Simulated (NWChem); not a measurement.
# C₃H₄OSi; SMILES O=C[SiH2]C#C

```xyz
9

C      0.6261    -2.7384    -0.0122
C      0.0610    -1.6602    -0.0043
Si    -0.7240    -0.0051     0.0059
C      0.6373     1.3730     0.0299
O      0.3133     2.5319    -0.0218
H      1.1196    -3.6947    -0.0194
H     -1.5651     0.1622     1.2255
H     -1.5550     0.1874    -1.2159
H      1.7233     1.0837     0.0968
```
Atoms are numbered in this order, from 1.

Level: PBE0/def2-SVP (NWChem), optimised geometry, unscaled harmonic frequencies. 

```csv
frequency (cm⁻¹),IR intensity (km/mol)
48,7.8
97,1.4
233,6.9
268,29.0
361,6.2
463,31.9
646,39.5
704,2.1
711,19.6
750,27.3
752,26.9
828,248.8
904,17.1
924,92.3
1378,17.3
1827,153.0
2165,37.5
2250,57.3
2256,74.5
2860,115.9
3472,59.9
```

The zero-point energy is 34.1 kcal/mol and the thermal correction to the enthalpy at 298.15 K (with zero-point energy) comes out as 38.9 kcal/mol. The heat capacity Cv comes out as 22.0 cal/(mol K) and the entropy at 298.15 K and 1 atm (symmetry number 1) is 81.3 cal/(mol K). The dipole moment is 2.54 D.

Rigid rotor and harmonic oscillator; modes under 100 cm⁻¹ make the entropy uncertain.
